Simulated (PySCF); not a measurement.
# Cost of excited-state runs on `InChI=1S/C4H8Cl2Ge/c1-4(2-5)3-7-6/h2H,3,7H2,1H3/b4-2+`

Bonds (- single, = double, # triple, : aromatic): C1-C2 1.494 Å, C2=C3 1.328 Å, C3-Cl4 1.725 Å, C2-C5 1.493 Å, C5-Ge6 2.003 Å, Ge6-Cl7 2.095 Å. C1 carries H8, H9, H10; C3 carries H11; C5 carries H12, H13; Ge6 carries H14, H15. Stereochemistry as in C/C(=C\Cl)[CH2][GeH2][Cl].

PySCF with density fitting, on 1 thread of an Arm Neoverse V2, shared host. Command: `OMP_NUM_THREADS=1 python excited_run.py task.json out`

**Question.** How long does each of these runs take, and how much memory?
- magnetisability and related constants, B97-2/cc-pVDZ; usual settings
- magnetisability and related constants, KT3/pcSseg-1; isotopologues

**Answer.** 
| run | level | basis functions | wall time | peak memory (GiB) |
| --- | --- | --- | --- | --- |
| magnetisability and related constants | B97-2/cc-pVDZ | 159 | 30 s | 0.86 |
| magnetisability and related constants | KT3/pcSseg-1 | 197 | 43 s | 0.76 |

Times from a shared host are rough.
